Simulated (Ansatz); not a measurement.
C6H15FO3Zr, SMILES `CC[O][Zr]([F])([O]CC)[O]CC` at its PBE0-D4/def2-TZVP geometry, where that method's forces vanish. The species carries charge 0 and has multiplicity 1. Zr takes the def2 core potential.

```json
{"atom": "C1", "x (Å)": "-0.698", "y (Å)": "2.725", "z (Å)": "-1.645"}
{"atom": "C2", "x (Å)": "-1.865", "y (Å)": "1.786", "z (Å)": "-1.863"}
{"atom": "O3", "x (Å)": "-1.502", "y (Å)": "0.458", "z (Å)": "-1.655"}
{"atom": "Zr4", "x (Å)": "-0.611", "y (Å)": "-1.170", "z (Å)": "-1.160"}
{"atom": "F5", "x (Å)": "-1.016", "y (Å)": "-2.552", "z (Å)": "-2.448"}
{"atom": "O6", "x (Å)": "-1.193", "y (Å)": "-1.717", "z (Å)": "0.585"}
{"atom": "C7", "x (Å)": "-1.533", "y (Å)": "-1.862", "z (Å)": "1.928"}
{"atom": "C8", "x (Å)": "-0.908", "y (Å)": "-0.781", "z (Å)": "2.782"}
{"atom": "O9", "x (Å)": "1.280", "y (Å)": "-0.851", "z (Å)": "-1.129"}
{"atom": "C10", "x (Å)": "2.600", "y (Å)": "-0.502", "z (Å)": "-0.858"}
{"atom": "C11", "x (Å)": "2.845", "y (Å)": "-0.360", "z (Å)": "0.629"}
{"atom": "H12", "x (Å)": "-0.999", "y (Å)": "3.760", "z (Å)": "-1.821"}
{"atom": "H13", "x (Å)": "-0.325", "y (Å)": "2.645", "z (Å)": "-0.621"}
{"atom": "H14", "x (Å)": "0.121", "y (Å)": "2.484", "z (Å)": "-2.328"}
{"atom": "H15", "x (Å)": "-2.687", "y (Å)": "2.044", "z (Å)": "-1.183"}
{"atom": "H16", "x (Å)": "-2.248", "y (Å)": "1.893", "z (Å)": "-2.885"}
{"atom": "H17", "x (Å)": "-2.626", "y (Å)": "-1.834", "z (Å)": "2.026"}
{"atom": "H18", "x (Å)": "-1.205", "y (Å)": "-2.851", "z (Å)": "2.273"}
{"atom": "H19", "x (Å)": "-1.184", "y (Å)": "-0.912", "z (Å)": "3.832"}
{"atom": "H20", "x (Å)": "-1.247", "y (Å)": "0.207", "z (Å)": "2.461"}
{"atom": "H21", "x (Å)": "0.181", "y (Å)": "-0.813", "z (Å)": "2.707"}
{"atom": "H22", "x (Å)": "3.263", "y (Å)": "-1.269", "z (Å)": "-1.277"}
{"atom": "H23", "x (Å)": "2.834", "y (Å)": "0.441", "z (Å)": "-1.369"}
{"atom": "H24", "x (Å)": "2.207", "y (Å)": "0.420", "z (Å)": "1.051"}
{"atom": "H25", "x (Å)": "2.630", "y (Å)": "-1.298", "z (Å)": "1.145"}
{"atom": "H26", "x (Å)": "3.887", "y (Å)": "-0.092", "z (Å)": "0.823"}
```

Problem. For each bond, give half the difference of the two atoms' forces along it (eV/Å; positive pushes the atoms apart) under PBE-D4, r2SCAN-D4, B3LYP-D4, ωB97M-V in def2-TZVPP. (Estimate.)

Solution. The calculation gave: 
```csv
bond,length (Å),PBE-D4,r2SCAN-D4,B3LYP-D4,ωB97M-V
C1–H12,1.093,0.09,-0.03,-0.06,-0.07
C1–H13,1.093,0.10,-0.03,-0.06,-0.06
C2–H16,1.097,0.10,-0.06,-0.13,-0.17
Zr4–F5,1.932,0.15,-0.02,0.12,-0.01
C7–H17,1.097,0.10,-0.06,-0.12,-0.16
C7–H18,1.097,0.10,-0.07,-0.13,-0.17
C8–H19,1.093,0.09,-0.03,-0.06,-0.08
C8–H20,1.093,0.10,-0.03,-0.06,-0.07
C10–C11,1.513,-0.02,0.06,0.16,0.14
C10–H22,1.097,0.10,-0.06,-0.13,-0.17
C10–H23,1.098,0.10,-0.06,-0.13,-0.16
C11–H24,1.093,0.11,-0.03,-0.06,-0.06
C11–H25,1.093,0.10,-0.03,-0.07,-0.07
C11–H26,1.093,0.09,-0.03,-0.06,-0.08
```

B3LYP here is the variant with VWN-RPA as its local correlation; programs differ in this.

All numbers were calculated with Ansatz.
